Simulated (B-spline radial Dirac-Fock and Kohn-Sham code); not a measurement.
**Elastic and transport cross sections of vanadium for positrons**

These are calculated numbers from a radial finite-basis atomic code; the model is relativistic (Dirac) partial waves in the static field of the Dirac-Fock atom, without polarisation or absorption potentials. Below a few hundred eV the neglected polarisation potential matters, most of all at small angles. σ_tr1 and σ_tr2 weight the cross section with 1 − P₁ and 1 − P₂ of cos θ; "backward" is the share scattered beyond 90°.

```csv
energy (eV),σ (a₀²),σ_tr1 (a₀²),σ_tr2 (a₀²),σ/σ_tr1,backward (%)
165,15.5,2.32,4.18,6.70,3.9
322,11.3,1.32,2.46,8.55,2.8
336,11.1,1.27,2.38,8.70,2.8
598,?,?,?,?,?
806,7.10,0.537,1.08,13.2,1.5
905,6.67,0.473,0.960,14.1,1.3
4030,2.68,0.0740,0.165,36.3,0.39
4210,2.60,0.0697,0.156,37.4,0.38
5070,2.28,0.0539,0.122,42.4,0.32
5390,2.19,0.0494,0.112,44.3,0.30
7520,1.71,0.0305,0.0707,56.1,0.22
10300,1.35,0.0190,0.0449,70.9,0.16
34000,0.515,0.00277,0.00691,186,0.046
38700,0.464,0.00223,0.00559,208,0.040
43400,0.422,0.00184,0.00463,230,0.035
132000,0.182,0.000279,0.000737,651,0.0086
```

**Question.** Fill in the row for 598 eV.

**Answer.** σ = 8.30 a₀², σ_tr1 = 0.736 a₀², σ_tr2 = 1.44 a₀², σ/σ_tr1 = 11.3, backward 1.9 %. The ratio σ/σ_tr1 is roughly the number of elastic collisions that randomise the direction.
